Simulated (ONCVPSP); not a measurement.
**beryllium, ONCV: configuration errors across variants**

| Property | Result |
| --- | --- |
| Element | Be (Z = 4) |
| Generator | ONCVPSP 4.0.1 |
| Type | optimised norm-conserving Vanderbilt (ONCV) |
| Functional | LDA (Perdew-Wang 92) |
| Relativity | scalar-relativistic |
| Frozen core | [He] |
| Valence charge | 2 |
| Reference configuration | 2s2 |
| Partial waves | 2s: rc 1.90 bohr, ncon 3, nbas 7, qcut 3.1 1/bohr, 2 projectors, debl 2.3 Ha; p scattering state at 0.22 Ha: rc 1.45 bohr, ncon 4, nbas 8, qcut 4.5 1/bohr, 2 projectors, debl 2.3 Ha; d scattering state at 0.24 Ha: rc 1.70 bohr, ncon 4, nbas 9, qcut 5.7 1/bohr, 1 projector |
| Local potential | polynomial inside 1.05 bohr (lpopt 4, dvloc0 0 Ha) |
| Core correction | none |

All-electron excitation energies from the reference (eV): (1) 2s1 9.513; (2) 2s1.5 3.748; (3) 2s1 2p1 3.518.

Errors AE − PS in meV (a dash: test not solved or not reliable):

```tsv
change	(1)	(2)	(3)	bound ghosts	GHOST(+) flags above zero
base	+16	+2.6	+3.3	none	none
s: rc 1.38	+18	+2.7	+4.8	none	none
s: rc 1.54	+19	+2.9	+5.0	none	none
s: rc 1.74	+18	+2.8	+4.3	none	none
s: rc 1.86	+17	+2.7	+3.5	none	none
s: rc 2.04	+14	+2.3	+2.3	none	none
s: rc 2.24	+11	+1.7	+0.9	none	none
s: rc 2.4	+8.5	+1.2	-0.2	none	none
s: rc 2.76	+1.0	0.0	-3.0	none	none
```

Problem. Give the same row for: s: rc 2.56.

Solution. +5.3, +0.7, -1.4; bound ghosts: none; GHOST(+) flags above zero: none.
